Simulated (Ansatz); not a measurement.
`[NH2][Ta]([NH2])([OH])=[S]`, 10 atoms. Charge 0, multiplicity 1. Correlated methods include outer-core shells of Ta, which these sets cover unevenly. Ta: def2 effective core potential. Hardware: A = 2 threads of an AMD EPYC 7R13 on a shared host and a share of an NVIDIA H100 80 GB; B = 2 threads of an AMD EPYC 7R13 on a shared host. Correlated methods freeze the cores. Open-shell runs search over several starts.

Problem. Give the basis size and wall time and peak host memory of each of these runs in Ansatz. UKS ωB97X-V/def2-TZVPP energy of the cation [B]; direct RPA on PBE orbitals/def2-TZVPP energy [B]; RKS ωB97M-V/def2-QZVPP energy [A]; UKS ωB97M-V/def2-TZVPP energy of the cation [B]; RKS B3LYP-D4/def2-TZVPP energy and forces [B]; RHF-CCSD(T)/def2-SVP energy [A]; UKS B2PLYP (frozen core)/def2-TZVPP energy of the cation [B]; RKS PBE0-D4/def2-QZVPP energy [A]; RHF-MP2/def2-QZVPP energy [A]; RKS PBE0-D4/def2-TZVP relaxation (7 steps) [A]; UHF-CCSD(T)/def2-TZVPP energy of the cation [A]; UKS B3LYP-D4/def2-TZVPP energy of the cation [B]. (An estimate is asked.)

Solution. Computed: Other jobs shared the machine, so times are rough.

```tsv
level	job	functions	wall time	peak host memory (GiB)
RKS PBE0-D4/def2-QZVPP	energy [A]	472	7 s	1.1
RKS B3LYP-D4/def2-TZVPP	energy and forces [B]	261	9.5 s	0.79
RKS ωB97M-V/def2-QZVPP	energy [A]	472	10 s	1.1
RHF-CCSD(T)/def2-SVP	energy [A]	117	11 s	0.79
RHF-MP2/def2-QZVPP	energy [A]	472	14 s	1.1
direct RPA on PBE orbitals/def2-TZVPP	energy [B]	261	14 s	0.73
RKS PBE0-D4/def2-TZVP	relaxation (7 steps) [A]	200	20 s	0.86
UHF-CCSD(T)/def2-TZVPP	energy of the cation [A]	261	35 s	0.88
UKS ωB97X-V/def2-TZVPP	energy of the cation [B]	261	110 s	1.7
UKS B2PLYP (frozen core)/def2-TZVPP	energy of the cation [B]	261	120 s	1.3
UKS B3LYP-D4/def2-TZVPP	energy of the cation [B]	261	2 min	1.4
UKS ωB97M-V/def2-TZVPP	energy of the cation [B]	261	2.2 min	1.8
```

B3LYP here is the variant with VWN-RPA as its local correlation; programs differ in this.
